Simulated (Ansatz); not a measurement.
Ansatz results at the PBE0-D4/def2-TZVP geometry: size of the dipole moment (PBE/def2-TZVPP) 2.03 D; HOMO energy (PBE/def2-TZVPP) -5.93 eV; HOMO energy (B3LYP/def2-TZVPP) -7.16 eV.

Each molecule was computed in one conformer, which needn't be the lowest.

Question: Which molecule gave them?
A. `B1NCO1`
B. `CC1NB1S`
C. `OC[SiH](O)[SiH3]`
D. `CO[SiH2][SiH2]O`

Answer: C. The others give `CO[SiH2][SiH2]O`: 1.71, -6.44, -7.48; `CC1NB1S`: 1.09, -5.87, -6.89; `B1NCO1`: 2.56, -6.29, -7.47.

B3LYP here is the variant with VWN-RPA as its local correlation; programs differ in this.
